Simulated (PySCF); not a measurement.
A calculated (r2SCAN, PySCF 2.14, dyall-av2z, no relativity, point nucleus) atom or ion has these occupied shells.

```csv
shell,electrons,orbital energy (eV),"rms radius, mean of both spins (bohr)"
1s α,1,-12357.7,0.0521
1s β,1,-12357.3,0.0521
2s α,1,-1598.5,0.217
2s β,1,-1598.5,0.217
2p α,3,-1435.8,0.191
2p β,3,-1435.5,0.191
3s α,1,-235.62,0.626
3s β,1,-235.21,0.626
3p α,3,-178.98,0.642
3p β,3,-178.48,0.642
3d α,5,-79.386,0.696
3d β,5,-78.622,0.696
4s α,1,-40.342,1.82
4p α,3,-28.053,2.09
```

(1) Name the element and its charge.

Answers

(1) Se²⁺ (selenium, charge +2), in [Ar] 3d10 4s1 4p3, high-spin 5S determinant (an excited configuration).
